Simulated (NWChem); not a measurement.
System: C$_{2}$H$_{6}$O$_{2}$Si; SMILES C=CO[SiH2]O

Excerpt of the output:

```
             Northwest Computational Chemistry Package (NWChem) 7.3.0
             --------------------------------------------------------

                             Geometry "geometry" -> ""
                             -------------------------

 Output coordinates in angstroms (scale by  1.889725989 to convert to a.u.)

  No.       Tag          Charge          X              Y              Z
 ---- ---------------- ---------- -------------- -------------- --------------
    1 C                    6.0000     0.34047900    -2.76444600    -0.04765700
    2 C                    6.0000    -0.22282000    -1.57852800     0.17972000
    3 O                    8.0000    -0.02227600    -0.50110500    -0.61015200
    4 Si                  14.0000    -0.47450600     1.08356100    -0.32167300
    5 O                    8.0000     0.78982400     2.01118200     0.19948500
    6 H                    1.0000     1.00942900    -2.91721000    -0.89723600
    7 H                    1.0000     0.12815000    -3.60078800     0.61890700
    8 H                    1.0000    -0.90168000    -1.42249200     1.03155200
    9 H                    1.0000    -1.57247800     1.02767800     0.69196700
   10 H                    1.0000    -0.88803300     1.66699000    -1.61464500
   11 H                    1.0000     1.18625100     1.80624200     1.05106500

 Effective nuclear repulsion energy (a.u.)     226.5157304069

                                 NWChem DFT Module
                                 -----------------

 Summary of "ao basis" -> "ao basis" (spherical)
 ------------------------------------------------------------------------------
       Tag                 Description            Shells   Functions and Types
 ---------------- ------------------------------  ------  ---------------------
 C                           6-31g*                  6       14   3s2p1d
 O                           6-31g*                  6       14   3s2p1d
 Si                          6-31g*                  8       18   4s3p1d
 H                           6-31g*                  2        2   2s

 in cosmo_initialize ...
 calling solv_data for solv:h2o

 solvent parameters
 solvname_short: h2o
 solvname_long:  water
 dielec:       78.4000
 dielecinf:     1.7769
 aqueous SMD model solvent descriptors
 dielec:       78.4000
 sola:          0.8200

          ---------------
          -cosmo- solvent
          ---------------
 Cosmo: York-Karplus, doi: 10.1021/jp992097l
 dielectric constant -eps-     =  78.40
 screen = (eps-1)/(eps    )    =   0.98724
 surface charge correction     = lagrangian

   van der Waals surface
 --------------------------

[...]

                                COSMO-SMD solvation results
                                ---------------------------

             internal energy in gas <Psi(g)|H|Psi(g)> =      -519.798981489785
         internal energy in solvent <Psi(s)|H|Psi(s)> =      -519.796924233479
                               delta internal energy  =         0.002057256306 (    1.29 kcal/mol)
   total free energy in solvent <Psi(s)|H+V/2|Psi(s)> =      -519.812608101107
 polarization energy contribution <Psi(s)|V/2|Psi(s)> =        -0.015683867628 (   -9.84 kcal/mol)
    total free energy in solvent including G(SMD-CDS) =      -519.805561491388
                       G(SMD-CDS) energy contribution =         0.007046609720 (    4.42 kcal/mol)
     1 M fixed-concentration free energy of solvation =        -0.006580001603 (   -4.13 kcal/mol)

                       DFT Final Molecular Orbital Analysis
                       ------------------------------------

 Vector   22  Occ=2.000000D+00  E=-3.411305D-01
              MO Center=  1.9D-01,  6.7D-02, -4.8D-02, r^2= 4.0D+00
   Bfn.  Coefficient  Atom+Function         Bfn.  Coefficient  Atom+Function
  ----- ------------  ---------------      ----- ------------  ---------------
    63     -0.276393   5 O  px               31      0.261491   3 O  px
    33     -0.245222   3 O  pz               65      0.213621   5 O  pz
    67     -0.202746   5 O  px               19      0.194243   2 C  pz
    37     -0.183930   3 O  pz               35      0.182500   3 O  px
    69      0.172105   5 O  pz               80      0.172168   8 H  s

 Vector   23  Occ=2.000000D+00  E=-3.182106D-01
              MO Center= -3.4D-01,  7.6D-01, -1.1D-02, r^2= 3.4D+00
   Bfn.  Coefficient  Atom+Function         Bfn.  Coefficient  Atom+Function
  ----- ------------  ---------------      ----- ------------  ---------------
    82      0.320498   9 H  s                63      0.256289   5 O  px
    33     -0.245290   3 O  pz               81      0.217915   9 H  s
    65     -0.205858   5 O  pz               31      0.200726   3 O  px
    67      0.199529   5 O  px               37     -0.174974   3 O  pz
    51      0.173238   4 Si pz               84     -0.172562  10 H  s

 Vector   24  Occ=2.000000D+00  E=-2.402696D-01
              MO Center=  1.0D-01, -1.9D+00, -9.9D-02, r^2= 2.2D+00
   Bfn.  Coefficient  Atom+Function         Bfn.  Coefficient  Atom+Function
  ----- ------------  ---------------      ----- ------------  ---------------
     3      0.313112   1 C  px                7      0.256199   1 C  px
    31     -0.255287   3 O  px               17      0.245478   2 C  px
     5      0.230051   1 C  pz               35     -0.217285   3 O  px
     9      0.181158   1 C  pz               19      0.179675   2 C  pz
    33     -0.178313   3 O  pz               21      0.163155   2 C  px

 Vector   25  Occ=0.000000D+00  E= 2.643058D-02
              MO Center= -6.0D-02, -1.0D+00, -5.2D-02, r^2= 5.4D+00
   Bfn.  Coefficient  Atom+Function         Bfn.  Coefficient  Atom+Function
  ----- ------------  ---------------      ----- ------------  ---------------
    66      0.439696   5 O  s                21      0.430803   2 C  px
    54     -0.422977   4 Si py               53     -0.399895   4 Si px
     7     -0.380753   1 C  px                9     -0.333358   1 C  pz
    17      0.327637   2 C  px               23      0.317265   2 C  pz
     3     -0.257504   1 C  px               19      0.229553   2 C  pz

 Vector   26  Occ=0.000000D+00  E= 3.761879D-02
              MO Center= -1.2D-01,  2.8D-01,  6.0D-02, r^2= 5.9D+00
   Bfn.  Coefficient  Atom+Function         Bfn.  Coefficient  Atom+Function
  ----- ------------  ---------------      ----- ------------  ---------------
    66     -0.676827   5 O  s                53      0.635001   4 Si px
    54      0.408192   4 Si py               55      0.373425   4 Si pz
     7     -0.277472   1 C  px               86      0.271029  11 H  s
    21      0.260860   2 C  px               35     -0.244211   3 O  px
    52      0.214243   4 Si s                22      0.208037   2 C  py

 Vector   27  Occ=0.000000D+00  E= 4.784497D-02
              MO Center= -3.4D-01,  8.8D-01, -2.7D-01, r^2= 4.7D+00
   Bfn.  Coefficient  Atom+Function         Bfn.  Coefficient  Atom+Function
  ----- ------------  ---------------      ----- ------------  ---------------
    54      0.909047   4 Si py               34      0.667961   3 O  s
    53     -0.540597   4 Si px               50      0.294432   4 Si py
    52     -0.254973   4 Si s                78     -0.241025   7 H  s
    68     -0.236089   5 O  py               20      0.216079   2 C  s
    64     -0.192066   5 O  py               84     -0.178199  10 H  s

     Multipole analysis of the density
     ---------------------------------

     L   x y z        total         alpha         beta         nuclear
     -   - - -        -----         -----         ----         -------
     0   0 0 0     -0.000000    -24.000000    -24.000000     48.000000

     1   1 0 0     -0.232901      0.672611      0.672611     -1.578123
     1   0 1 0     -0.047263      2.099432      2.099432     -4.246127
     1   0 0 1      1.038201      6.296720      6.296720    -11.555240

     2   2 0 0    -27.245480    -41.578914    -41.578914     55.912347
     2   1 1 0     -0.440570      1.592580      1.592580     -3.625731
     2   1 0 1      1.072429     -4.828488     -4.828488     10.729404
     2   0 2 0    -29.479953   -268.652237   -268.652237    507.824522
     2   0 1 1      0.742744      2.685983      2.685983     -4.629222
     2   0 0 2    -26.192511    -33.443291    -33.443291     40.694071
```

Level: B3LYP/6-31G* (spherical d), SMD on the gas-phase geometry. Structure relaxed at the PBE0/def2-SVP level. B3LYP is NWChem's, with the RPA form of VWN correlation. Solvent: water.

Task: Reconstruct the input file.

Result: Several could match; the one computed here: the input that was run:
```
start job
memory heap 200 mb stack 900 mb global 1100 mb
geometry units angstroms noautosym nocenter noautoz
  C      0.340479    -2.764446    -0.047657
  C     -0.222820    -1.578528     0.179720
  O     -0.022276    -0.501105    -0.610152
  Si    -0.474506     1.083561    -0.321673
  O      0.789824     2.011182     0.199485
  H      1.009429    -2.917210    -0.897236
  H      0.128150    -3.600788     0.618907
  H     -0.901680    -1.422492     1.031552
  H     -1.572478     1.027678     0.691967
  H     -0.888033     1.666990    -1.614645
  H      1.186251     1.806242     1.051065
end
basis spherical
  C library 6-31g*
  O library 6-31g*
  Si library 6-31g*
  H library 6-31g*
end
dft
  xc b3lyp
  iterations 150
end
cosmo
  do_cosmo_smd true
  solvent water
end
task dft energy
```
